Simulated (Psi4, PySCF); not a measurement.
PySCF was given this input:
```python
from pyscf import gto, scf, dft

mol = gto.Mole()
mol.atom = '''
    O     0.07094020    0.00288768    0.03133554
    H    -0.02512652    0.80502202   -0.52984156
    H     0.02737561   -0.82471664   -0.49851471
    H    -0.56977067   -0.00340678    0.77767195
'''
mol.basis = 'def2-svpd'
mol.charge = 1
mol.verbose = 4
mol.build()

mf = dft.RKS(mol)
mf.xc = 'revpbe'
mf.grids.atom_grid = (99, 590)
mf.grids.prune = None
mf.kernel()
```

Write the same job for Psi4.

This is not unique; one that fits is 
```
memory 2 GB

molecule {
1 1
O     0.07094020    0.00288768    0.03133554
H    -0.02512652    0.80502202   -0.52984156
H     0.02737561   -0.82471664   -0.49851471
H    -0.56977067   -0.00340678    0.77767195
}

set {
  basis def2-svpd
  scf_type pk
  puream true
  d_convergence 1e-8
  dft_radial_points 99
  dft_spherical_points 590
}

energy('revpbe')
print_variables()
```

Both were run: PySCF gave -76.627971 Eh and Psi4 -76.627971 Eh, 0.000 mEh apart.
